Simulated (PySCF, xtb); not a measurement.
Si(F)2(OH)(SeH) (F2H2OSeSi), SMILES [SeH][Si](F)(F)O.

The structure is a stationary point at PBE0-D3(BJ)/def2-SVP. This is a generated structure with no PubChem entry under its InChIKey; it may be hypothetical. The values are those of a single conformer.

Calculation: C-PCM-ωB97X/def2-SVP run with PySCF.

The values are the electrostatic part of the solvation free energy, E(continuum) − E(gas) at the gas-phase geometry, in a cavity of scaled van der Waals radii (PySCF's table); cavitation and dispersion terms are not included. In vacuum the orbital gap is 12.18 eV. The dipole moment in vacuum is 2.74 D.

Computed values in water (ε = 78.36), acetone (ε = 20.49), ethylethanoate (ε = 5.99):
```csv
solvent,ε,ΔG(elec) (kcal/mol),dipole (D),gap (eV)
water,78.36,-6.8,3.37,12.43
acetone,20.49,-6.5,3.34,12.42
ethylethanoate,5.99,-5.6,3.25,12.39
```

For comparison, GFN2-xTB/ALPB(water) (xtb, at the GFN2-xTB geometry, all terms of that model) gives -6.3 kcal/mol.
